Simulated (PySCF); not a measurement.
F$_{2}$Sb, charge +1, singlet, at a GFN2-xTB geometry (core potentials on Sb). Base run: CAMB3LYP/def2-SVP in PySCF.

Input for PySCF:
```python
from pyscf import gto, scf, dft

mol = gto.M(
    atom='''
Sb    0.309097    0.145760    0.117138
F    -1.017131    0.568992   -1.180809
F    -0.734419   -1.394966    0.517026
''',
    basis='def2-svp',
    ecp={'Sb': 'def2-svp'},
    charge=1,
    spin=0,
    verbose=4,
)

mf = dft.RKS(mol)
mf.xc = 'camb3lyp'
mf.kernel()
mf.analyze()
```

Each row names what was changed in the base input (with any setting that the change needs).

```
change                                                                                                                  ΔE vs base (mEh)  fitting functions        outcome
----------------------------------------------------------------------------------------------------------------------  ----------------  -----------------  -------------
base                                                                                                                               0.000                  -      converged
auxbasis = def2-universal-jkfit                                                                                                   -0.005                372      converged
auxbasis = def2-svp-ri                                                                                                                 -                  -  input refused
auxbasis = cc-pvqz-jkfit                                                                                                               -                  -  input refused
exchange = seminumerical (SGX) (with mf = sgx.sgx_fit(mf, auxbasis='def2-universal-jfit'); with mf.with_df.dfj = True)            -0.142                156      converged
auxbasis = autoaux                                                                                                                -0.016                436      converged
only_dfj = on; auxbasis = def2-universal-jfit                                                                                     -0.133                156      converged
auxbasis = even-tempered beta=2.0                                                                                                      …                  …      converged
auxbasis = def2-universal-jfit                                                                                                         …                156      converged
auxbasis = even-tempered beta=3.0                                                                                                -63.166                314      converged
```

**Question.** Fill in the missing entries.

**Answer.** 
- auxbasis = even-tempered beta=2.0, ΔE vs base (mEh): -0.262
- auxbasis = even-tempered beta=2.0, fitting functions: 468
- auxbasis = def2-universal-jfit, ΔE vs base (mEh): 713.5

A fitting set is made for a task (jfit for Coulomb, jkfit for Coulomb and exchange, ri for correlation) and for a family of orbital bases.

- auxbasis = def2-svp-ri: ended with `pyscf.lib.exceptions.BasisNotFoundError: Basis set not found for Sb in def2-svp-ri`
- auxbasis = cc-pvqz-jkfit: ended with `pyscf.lib.exceptions.BasisNotFoundError: Basis set not found for Sb in cc-pvqz-jkfit`
